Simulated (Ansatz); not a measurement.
C3H4Se can be A, `C1=C[Se]C1`, or B, `C#CC[SeH]`.

Computed with Ansatz on PBE0-D4/def2-TZVP structures; ΔE is electronic, products minus reactants. CCSD(T)/CBS is the MP2 limit (def2-TZVPP, def2-QZVPP) plus CCSD(T) − MP2 in def2-TZVPP, frozen cores. Functionals use def2-TZVPP. B3LYP here is the variant with VWN-RPA as its local correlation; programs differ in this. For Se outer-core shells are correlated without core-valence functions, which leaves a few kJ/mol of doubt a bond. Scalar relativity is left out up to krypton. Each species was taken in one conformer, which may not be the lowest.

Question: Which is lower in electronic energy at CCSD(T)/CBS, and by how much? (Estimate.)

Answer: Computed: A, by 64.7 kJ/mol.

Question: Give E(B) − E(A) in kJ/mol with HF/def2-TZVPP, PBE0-D4, B3LYP, ωB97M-V, CCSD/def2-TZVPP, B3LYP-D4, PBE-D4. (Best estimate.)

Answer: The calculation gave: HF/def2-TZVPP 36.7, PBE0-D4 81.3, B3LYP 54.7, ωB97M-V 65.1, CCSD/def2-TZVPP 59.7, B3LYP-D4 57.8, PBE-D4 80.0. None reverses the order clearly.

Question: Does the order hold for the free energy at 298.15 K (harmonic terms from PBE0-D4)? (An estimate is asked.)

Answer: Ansatz gave: Yes: G(B) − G(A) = +47.7 kJ/mol, for one conformer each.

Largest T1 diagnostic: 0.011.

At CCSD(T), def2-SVP lies −9.3 kJ/mol from the extrapolated value and def2-TZVPP −0.1 kJ/mol. Leaving LDA and LC-ωPBE aside and taking each functional with its dispersion term where it has one, the values, not all of them listed here, spread over 26.8 kJ/mol, from BLYP-D4 to HSE06-D4. LDA lies +17.0 kJ/mol from PBE without D4.
